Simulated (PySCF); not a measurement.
Ga(OH) (GaHO), SMILES [OH][Ga] (connectivity only; charge and spin as stated), neutral, multiplicity 1.

Geometry: PBE-D3(BJ)/def2-TZVP. The geometry has at least one imaginary mode, so it is a saddle point at that level.

Two levels are set side by side: PBE/def2-TZVPD (PySCF) and CAM-B3LYP/def2-TZVPD (PySCF). Same geometry, gas phase. Differences are taken from unrounded values.

```tsv
quantity	PBE
orbital gap (eV)	4.98
highest occupied level (eV)	-6.60
lowest empty level (eV)	-1.62
dipole moment (D)	0.05
mean polarisability (bohr³)	41.3
```

**Question.** These are the PBE values. What does CAM-B3LYP give? (Estimate from the structure and the level; the computed values follow.)

**Answer.** 
```
quantity                     CAM-B3LYP  PBE minus CAM-B3LYP
---------------------------  ---------  -------------------
orbital gap (eV)                  8.84                -3.86
highest occupied level (eV)      -8.88                 2.29
lowest empty level (eV)          -0.05                -1.58
dipole moment (D)                 0.13                -0.08
mean polarisability (bohr³)       39.2                  2.1
```

Without exact exchange PBE keeps part of each electron's self-repulsion, which lifts occupied levels and narrows the gap. PBE's more diffuse valence density responds more strongly to a field. Differences between two approximate levels are no errors against the true value.

Rough cost on one machine, each run with all the roots and properties that it gave: CAM-B3LYP against PBE within a factor of 2.
